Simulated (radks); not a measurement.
The scandium ion Sc9+, [Ne] 3s2. All-electron calculation, non-relativistic Kohn-Sham, exchange-only B88, spin-polarised, spherical densities, point nucleus. Program: a radial shooting solver on a logarithmic mesh with Libxc functionals. Every spin shell is full or empty, so the densities are truly spherical. Functionals are evaluated on that one density, not self-consistently. Rank these orbital-free kinetic functionals by their error against the exact value of the orbitals, and give that value: Thomas-Fermi, von Weizsacker, TF + vW, TF + vW/9, TF + vW/5, APBEK, revAPBEK, Perdew 92, Thakkar, Pearson, LKT, PG1, Ernzerhof.

Answer. Exact: 730.858 hartree. From best to worst, with 100 (|E| - |E exact|)/|E exact| (equal figures are ties): Thakkar -0.04, Ernzerhof +0.13, APBEK +0.34, Perdew 92 -0.46, TF + vW/9 -0.48, revAPBEK +0.68, Pearson -1.41, TF + vW/5 +4.74, Thomas-Fermi -7.00, PG1 +23.84, LKT +29.48, von Weizsacker -41.28, TF + vW +51.72.
